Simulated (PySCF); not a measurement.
# Induced dipoles and field energies

WO(OMe)4, C₄H₁₂O₅W (singlet state).
Structure used (PBE0-D3(BJ)/def2-SVP), in Å, numbered top down from 1:
```
atom  x, y, z in Å
W1    -0.0135   -0.0130    0.9119
O2    -0.0139   -0.0277    2.6098
O3     1.8097   -0.3582    0.5509
C4     2.6506   -0.1539   -0.5361
H5     2.3461   -0.7633   -1.4072
H6     3.6818   -0.4316   -0.2646
H7     2.6281    0.9108   -0.8305
O8     0.3556    1.7143    0.1786
C9    -0.3407    2.9228    0.1752
H10   -1.4314    2.7565    0.2352
H11   -0.1149    3.4786   -0.7499
H12   -0.0413    3.5450    1.0363
O13   -1.8381    0.3400    0.5586
C14   -2.6513    0.1668   -0.5555
H15   -2.3082    0.7773   -1.4114
H16   -3.6842    0.4614   -0.3110
H17   -2.6423   -0.8949   -0.8616
O18   -0.3864   -1.7283    0.1517
C19    0.3155   -2.9343    0.1426
H20    1.4067   -2.7623    0.1472
H21    0.0480   -3.5120   -0.7573
H22    0.0602   -3.5391    1.0300
```

Level: PBE0/def2-SVPD (PySCF); nuclei fixed, core orbitals frozen in the response. Permanent dipole (0.050, 0.045, -3.768) D (1 au = 2.5417 D). Static polarisability (au):

```
x   126.92  -6.59   0.03
y    -6.59 127.49   0.07
z     0.03   0.07 101.15
```

Only the terms in μ and α are kept: μ(F) = μ + αF and ΔE = −μ·F − ½ F·αF.

Problem. What do fields of 0.514 V/Å (0.01 au) along the six axis directions do?

Solution. 
| field along | induced x (D) | induced y (D) | induced z (D) | total size (D) | −μ·F (kJ/mol) | −½F·αF (kJ/mol) |
| --- | --- | --- | --- | --- | --- | --- |
| +x | 3.226 | -0.168 | 0.001 | 4.994 | -0.516 | -16.661 |
| −x | -3.226 | 0.168 | -0.001 | 4.933 | +0.516 | -16.661 |
| +y | -0.168 | 3.240 | 0.002 | 4.999 | -0.465 | -16.736 |
| −y | 0.168 | -3.240 | -0.002 | 4.947 | +0.465 | -16.736 |
| +z | 0.001 | 0.002 | 2.571 | 1.199 | +38.922 | -13.278 |
| −z | -0.001 | -0.002 | -2.571 | 6.339 | -38.922 | -13.278 |

Problem. For the field (-0.0030, 0.0080, 0.0070) au, what is the induced dipole, and what angle does it make with the field?

Solution. αF = (-1.101, 2.644, 1.801) D, at 7.4° to the field. The polarisability along this direction, F·αF/F², is 119.52 au, against a mean of 118.52 au.

Problem. At what field along the permanent dipole would the induced dipole along it equal the permanent one, in this linear picture?

Solution. The polarisability along the dipole is 101.15 au, so F = 1.4827 au / 101.15 au = 0.0147 au = 0.75 V/Å; higher-order terms are ignored.

Problem. What field makes μF equal to kT at 200 K?

Solution. kT = 0.6334 × 10⁻³ Eh, so F = 0.000427 au = 2.2 MV/cm.

Problem. A unit point charge sits 6 Å away. Estimate the induction energy −αe²/2R⁴ with the mean polarisability, treating the molecule as a point.

Solution. R = 11.34 bohr, so the energy is −118.5/(2 × 11.34⁴) Eh = -9.41 kJ/mol. The charge–dipole term at its most favourable orientation, −μe/R², is -30.3 kJ/mol.

Geometry: PBE0-D3(BJ)/def2-SVP; no solvent, vibrations or thermal averaging. Atoms past krypton carry effective core potentials; spin–orbit coupling is left out.
